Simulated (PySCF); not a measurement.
**Simulated absorption spectrum**

Compound: C4H8N2Si.
Structure used (GFN2-xTB), in Å, numbered top down from 1:
```
atom  x, y, z in Å
C1     2.6926    0.5759    0.4491
C2     1.6973   -0.0853    0.3768
C3     0.4443   -0.8266    0.3590
C4    -0.1636   -0.8472   -1.0521
N5    -0.9274    0.3722   -1.1753
Si6   -1.5049    0.9422    0.3410
N7    -0.5619   -0.2119    1.2068
H8     3.5767    1.1396    0.4922
H9     0.6423   -1.8532    0.7023
H10    0.6247   -0.8848   -1.8120
H11   -0.7940   -1.7416   -1.1599
H12   -1.4252    0.4585   -2.0441
H13   -2.9012    0.6788    0.7029
H14   -1.1531    2.3606    0.4379
H15   -0.2511   -0.0693    2.1535
```

Method: PySCF, TDDFT CAM-B3LYP/def2-SVPD, vertical, gas phase, core orbitals frozen in the response.

Each state is given a Gaussian of 0.4 eV full width at half maximum, with ε(max) = 2.175×10⁸ f / Δν̃ (Δν̃ the width in cm⁻¹). The cross-section is σ = 3.8235×10⁻²¹ ε cm², given in Mb (10⁻¹⁸ cm²). The width is an assumption, not a result. The curve ends short of the highest state used, and states not computed would add to its high-energy end.

(E (eV), σ (Mb)): (5.35, 0.00), (5.39, 0.01), (5.43, 0.01), (5.46, 0.02), (5.50, 0.04), (5.54, 0.07), (5.57, 0.10), (5.61, 0.17), (5.65, 0.26), (5.68, 0.36), (5.72, 0.52), (5.76, 0.72), (5.79, 0.90), (5.83, 1.17), (5.87, 1.47), (5.90, 1.72), (5.94, 2.09), (5.98, 2.49), (6.02, 2.95), (6.05, 3.32), (6.09, 3.83), (6.13, 4.36), (6.16, 4.74), (6.20, 5.19), (6.24, 5.52), (6.27, 5.68), (6.31, 5.75), (6.35, 5.66), (6.38, 5.51), (6.42, 5.21), (6.46, 4.86), (6.49, 4.57), (6.53, 4.20), (6.57, 3.86), (6.61, 3.57), (6.64, 3.38)

Question: Where are the band maxima, and which computed states make them?

Answer: 197 nm (6.31 eV), ε about 1500, made up of S2 (36%) and S3 (50%) (ε in L mol⁻¹ cm⁻¹; maxima over ε = 5, shares over 10%). The states used: S1 5.95 eV (f 0.0047); S2 6.21 eV (f 0.0094); S3 6.33 eV (f 0.011); S4 6.53 eV (f 0.0052); S5 6.63 eV (f 0.0028); S6 6.84 eV (f 0.0048); S7 6.85 eV (f 0.0019); S8 7.24 eV (f 0.0099).

Question: What would ε be at 6.31 eV, the highest of these maxima, with half the width (0.2 eV)?

Answer: About 2120 L mol⁻¹ cm⁻¹ against 1500, a factor of about 1.4; a lone state at its own centre would give exactly 2.

Question: Coming from long wavelengths, where does ε first pass 100 L mol⁻¹ cm⁻¹?

Answer: At about 218 nm (5.69 eV), 0.26 eV below S1.

Question: On this curve, what absorbance would a 10⁻⁵ mol/L sample give at 193 nm over a 1 cm path?

Answer: 193 nm is 6.424 eV, where ε is about 1400 L mol⁻¹ cm⁻¹, so A = ε c l ≈ 0.014 (Beer–Lambert, with the gas-phase spectrum and the assumed width).

One conformer stands for the species.
